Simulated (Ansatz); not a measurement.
Reaction: CsBr (SMILES [Cs][Br]) → CsBr+ (parent SMILES [Br][Cs], doublet) + e-
Each species at its own B3LYP-D3(BJ)/def2-TZVP minimum (Ansatz, a first-principles code).

Total energies in hartree (Ansatz). Open shells are spin-unrestricted; no spin-orbit coupling. Correlated methods leave the cores frozen (noble-gas shells, and filled d and f shells in the p block). Past Kr the def2 sets carry scalar-relativistic core potentials. Spin-orbit terms, left out, reach several kcal/mol for Br and I, and more for heavier atoms. The spin of BrCs+ (parent SMILES [Br][Cs], doublet) was assumed, and the state is the lowest solution found for it.

```tsv
species	HF/def2-TZVPP	CCSD(T)/def2-TZVPP	HF/def2-QZVPP	CCSD(T)/def2-QZVPP	CCSDT(Q)/def2-QZVPP
1: CsBr (SMILES [Br][Cs])	-2592.36814	-2592.55845	-2592.41865	-2592.63028	-2592.63100
2: CsBr+ (parent SMILES [Br][Cs], doublet)	-2592.12900	-2592.28698	-2592.17873	-2592.35278	-2592.35354
```

**Question.** Work out the adiabatic ionisation energy (electronic) in eV: take Hartree-Fock from def2-QZVPP, extrapolate the CCSD(T) correlation energy as X^-3 (X = 3, 4), and add CCSDT(Q) - CCSD(T) in def2-QZVPP. 1 hartree = 27.211 eV.

**Answer.** 
Species 1: correlation (64·(-0.21163) - 27·(-0.19031))/37 = -0.22719; step -0.00072; E1 = -2592.41865 + (-0.22719) + (-0.00072) = -2592.64656
Species 2: correlation (64·(-0.17405) - 27·(-0.15798))/37 = -0.18578; step -0.00076; E2 = -2592.17873 + (-0.18578) + (-0.00076) = -2592.36527
-1·E1 +1·E2 = 0.28129 hartree = 7.65 eV.
